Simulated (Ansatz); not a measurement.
Born–Oppenheimer molecular dynamics of BH4LiSSi (8 atoms, charge 0, multiplicity 1). It starts from a relaxed structure.

Level of theory: Ansatz 0.2.0, RKS PBE-D4/def2-SVP.

```
ensemble        : NVT, Nosé–Hoover chain
time step       : 1 fs
steps asked     : 150
set temperature : 700 K
thermostat      : time constant 3 fs, chain length 1
seed            : 444513
```

Frames 10 fs apart, positions in Å.

Velocities at 10.0 fs (Å/ps):

```
Li 4.77 10.10 4.20
Si -2.24 1.70 5.70
S -2.58 -3.70 -2.06
B 4.61 -3.30 -11.17
H -3.65 29.54 -23.29
H 2.88 5.46 0.47
H 34.88 9.88 -15.00
H 28.03 -8.52 35.37
```

```xyz
8
Properties=species:S:1:pos:R:3 time_fs=10.0 energy_less_start_eV=0.985 T=652
Li -0.909 -1.038 1.044
Si -0.419 1.238 1.113
S 1.157 -0.051 -0.164
B 0.371 -1.099 -1.116
H -0.629 2.454 -0.031
H 0.602 2.036 1.936
H -0.707 -1.307 -0.986
H 1.072 -1.911 -1.558
8
Properties=species:S:1:pos:R:3 time_fs=20.0 energy_less_start_eV=0.547 T=501
Li -0.860 -0.964 1.065
Si -0.439 1.280 1.151
S 1.153 -0.050 -0.153
B 0.408 -1.223 -1.253
H -0.659 2.285 0.138
H 0.631 2.007 1.945
H -0.939 -1.343 -1.260
H 1.244 -2.065 -1.560
8
Properties=species:S:1:pos:R:3 time_fs=30.0 energy_less_start_eV=0.780 T=524
Li -0.835 -0.998 1.038
Si -0.436 1.307 1.167
S 1.151 -0.035 -0.134
B 0.413 -1.312 -1.244
H -0.825 2.431 0.013
H 0.693 1.949 1.967
H -0.902 -1.404 -1.640
H 1.079 -2.100 -2.018
8
Properties=species:S:1:pos:R:3 time_fs=40.0 energy_less_start_eV=0.820 T=680
Li -0.790 -1.135 0.933
Si -0.428 1.364 1.166
S 1.124 -0.049 -0.118
B 0.425 -1.365 -1.241
H -0.881 2.414 0.262
H 0.791 1.968 1.838
H -0.685 -1.422 -1.356
H 1.016 -1.754 -2.230
8
Properties=species:S:1:pos:R:3 time_fs=50.0 energy_less_start_eV=0.320 T=1147
Li -0.765 -1.181 0.864
Si -0.426 1.369 1.169
S 1.110 -0.072 -0.126
B 0.429 -1.263 -1.223
H -0.784 2.462 0.170
H 0.817 2.043 1.750
H -0.780 -1.659 -0.986
H 1.160 -1.785 -1.988
8
Properties=species:S:1:pos:R:3 time_fs=60.0 energy_less_start_eV=0.802 T=630
Li -0.742 -1.179 0.791
Si -0.425 1.348 1.173
S 1.114 -0.068 -0.133
B 0.376 -1.175 -1.163
H -0.550 2.360 -0.164
H 0.786 2.068 1.768
H -0.683 -1.979 -0.906
H 1.112 -1.878 -1.772
8
Properties=species:S:1:pos:R:3 time_fs=70.0 energy_less_start_eV=0.373 T=253
Li -0.733 -1.140 0.712
Si -0.419 1.310 1.151
S 1.145 -0.006 -0.117
B 0.286 -1.290 -1.088
H -0.390 2.007 -0.185
H 0.696 2.014 1.925
H -0.856 -1.668 -0.970
H 0.975 -1.766 -1.999
8
Properties=species:S:1:pos:R:3 time_fs=80.0 energy_less_start_eV=0.566 T=693
Li -0.800 -1.066 0.778
Si -0.409 1.248 1.119
S 1.155 0.005 -0.121
B 0.335 -1.276 -1.041
H -0.594 2.482 -0.091
H 0.595 2.022 1.971
H -0.937 -1.334 -0.886
H 0.699 -1.862 -2.134
8
Properties=species:S:1:pos:R:3 time_fs=90.0 energy_less_start_eV=0.417 T=651
Li -0.881 -1.021 0.876
Si -0.409 1.224 1.079
S 1.178 0.006 -0.130
B 0.323 -1.207 -1.046
H -0.711 2.318 0.347
H 0.580 1.904 2.004
H -0.929 -1.325 -0.853
H 0.774 -1.971 -1.882
8
Properties=species:S:1:pos:R:3 time_fs=100.0 energy_less_start_eV=0.524 T=416
Li -0.982 -1.034 0.992
Si -0.409 1.196 1.065
S 1.218 0.016 -0.140
B 0.258 -1.154 -1.069
H -0.870 2.550 0.175
H 0.635 1.685 2.073
H -0.906 -1.436 -0.951
H 0.971 -1.917 -1.520
8
Properties=species:S:1:pos:R:3 time_fs=110.0 energy_less_start_eV=0.372 T=778
Li -1.144 -1.128 1.137
Si -0.412 1.182 1.053
S 1.252 0.046 -0.157
B 0.249 -1.140 -1.050
H -0.536 2.437 0.062
H 0.572 1.684 2.095
H -0.998 -1.286 -1.145
H 1.020 -1.982 -1.589
8
Properties=species:S:1:pos:R:3 time_fs=120.0 energy_less_start_eV=0.617 T=680
Li -1.249 -1.184 1.197
Si -0.401 1.177 1.039
S 1.246 0.057 -0.165
B 0.327 -1.144 -1.031
H -0.420 2.268 0.201
H 0.469 1.846 2.110
H -0.952 -1.028 -0.910
H 0.737 -2.046 -1.912
```

Of the whole run (150 fs, mean temperature of the second half 722 K): The conserved energy stayed within 3.6 meV per atom of its start (net change 2.3 meV per atom), so the integration is sound. A run of 0.15 ps of so small a system gives no equilibrium averages. The orbitals stay closed-shell, which can raise the energy where a bond breaks towards radicals; this wasn't checked here.

Run time: 10 min on 1 thread of Arm Neoverse N1 (shared host), peak memory 0.13 GiB.
